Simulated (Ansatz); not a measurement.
The same path of ClFH$_{3}$InO$_{2}$ (8 atoms, charge 0, multiplicity 1) was run twice with different band settings.

All numbers below come from RKS CAM-B3LYP-D4/def2-SVP (Ansatz 0.2.0).

Relaxed end points:

```xyz
8
Properties=species:S:1:pos:R:3
In -0.030 -0.161 -0.165
Cl 0.065 -0.375 2.239
O 1.680 -0.339 -1.125
H 2.425 -0.449 -0.521
O -1.820 -0.241 -0.981
H -2.519 -0.305 -0.318
F 0.067 2.042 0.722
H 0.093 1.645 1.590
```

```xyz
8
Properties=species:S:1:pos:R:3
In -0.032 -0.199 0.231
Cl 0.052 -0.198 2.614
O 1.731 -0.533 -0.601
H 1.749 -0.378 -1.554
O -1.877 -0.254 -0.477
H -1.932 -0.477 -1.414
F 0.128 2.073 0.867
H 0.141 1.784 1.775
```

Common settings: movable images 5; climbing image yes; spring 5.0 eV/Å²; optimiser quadratic models (default); start path through a guess of the saddle point; iteration limit 60; end points relaxed.

| run | force threshold |
| --- | --- |
| 1 | 0.05 eV/Å |
| 2 | 0.2 eV/Å |

What does each run give, and how far can it be trusted?

Run 1: converged after 13 iterations, highest image 0.076 eV above the first end. Beside the main top the profile has a ripple of under 15 meV (maxima at images 2, 5), which may be a very shallow well or noise. The top lies less than 8 meV above the higher end, about what the thresholds resolve: that end is a shoulder or a very shallow well. A vibrational analysis at the climbing image gives one clearly imaginary mode, 129i cm⁻¹: a first-order saddle point.
Run 2: converged after 10 iterations, highest image 0.076 eV above the first end. The threshold of 0.2 eV/Å is loose, so the images may lie well off the minimum-energy path. Beside the main top the profile has a ripple of under 15 meV (maxima at images 2, 5), which may be a very shallow well or noise. The top lies less than 8 meV above the higher end, about what the thresholds resolve: that end is a shoulder or a very shallow well. Another band between the same ends (5 images) ends at a top of the same energy, where a vibrational analysis finds 1 clearly imaginary mode.
